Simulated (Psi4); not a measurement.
Here is a job for Psi4.
```
memory 2 GB

molecule {
0 1
Sb   -0.00000000    0.00000000   -0.00000000
Cl    1.96949773   -0.36395964   -1.23270781
Cl    1.00843566   -1.01938883    1.91215478
Cl   -1.00843566    1.01938883   -1.91215478
Cl   -1.69224415   -1.63303023    0.02187406
Cl   -0.27725357    1.99698987    1.21083376
}

set {
  basis def2-svp
}

energy('tpss')
print_variables()
```

Task: What dipole moment does TPSS/def2-SVP in Psi4 give?

Result: 0.00 D

Task: What number of basis functions does TPSS/def2-SVP give?

Result: 116

Task: Predict the nuclear repulsion energy from TPSS/def2-SVP.

Result: 855.3548 Eh

Task: What is the computed total energy (TPSS/def2-SVP)?

Result: -2540.645691 Ha
